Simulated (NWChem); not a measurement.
System: CH5AgO; SMILES [CH3][Ag]<-[OH2]

The following NWChem deck was run.

```
start job
memory heap 200 mb stack 900 mb global 1100 mb
geometry units angstroms
  Ag    -0.007174     0.066682    -0.038978
  C     -0.207621     1.917153    -1.121525
  H     -0.908765     2.611438    -0.649862
  H     -0.570777     1.774272    -2.143231
  H      0.736183     2.461845    -1.213271
  O      0.215378    -2.006935     1.173615
  H      0.191436    -2.103694     2.125931
  H      0.374942    -2.868171     0.786803
end
basis spherical
  * library def2-svp
end
ecp
  Ag library def2-ecp
end
dft
  xc pbe0
  iterations 150
end
driver
  maxiter 120
end
task dft optimize
dft
  grid fine
  convergence energy 1d-8 density 1d-7
end
task dft freq numerical
```

def2 effective core potentials on Ag; no spin-orbit coupling. The optimisation ended at a saddle point (imaginary frequency).

The level has its own optimisation; frequencies are unscaled.

Q: What results follow from this input? (PBE0/def2-SVP with def2 effective core potentials on Ag.) Quantities: r Ag–C (Å); r Ag–O (Å); r C–H (Å); r H–O (Å); highest harmonic frequency (cm⁻¹); lowest (cm⁻¹); zero-point energy (kcal/mol).

A: 
```yaml
r Ag–C (Å): 2.063
r Ag–O (Å): 2.246
r C–H (Å): 1.101
r H–O (Å): 0.962
highest harmonic frequency (cm⁻¹): 3984
lowest (cm⁻¹): -295
zero-point energy (kcal/mol): 36.6
```
